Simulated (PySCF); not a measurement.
Computed shifts of a molecule ClH5O2Si2, PySCF with PBE0/pcSseg-1, GIAO, gas phase, atoms alike by connectivity averaged where their shifts nearly agree, in ppm (number of nuclei): ²⁹Si: -15.9 (1), -22.0 (1). ¹H: 5.37 (1), 5.36 (1), 5.23 (1), 3.72 (1), 2.49 (1). References: ¹⁷O against H2O (σ = 334.2 ppm); ²⁹Si against TMS (σ = 352.7 ppm); ³⁵Cl against HCl (σ = 945.9 ppm); ¹H against TMS (σ = 31.56 ppm), references at their B3LYP-D3(BJ)/def2-TZVP geometries, non-relativistic (without spin–orbit terms, shifts of atoms bonded to Cl or Br come out too high). The structure is a stationary point at PBE0-D3(BJ)/def2-SVP. One conformer was computed; it need not be the lowest.

**Question.** Identify the compound among the candidates.
(A) O[SiH](O)[SiH2]Cl
(B) O[Si](O)([SiH3])Cl
(C) O[Si@@H](Cl)O[SiH3]
(D) O[SiH2]O[SiH2]Cl

**Answer.** A, O[SiH](O)[SiH2]Cl
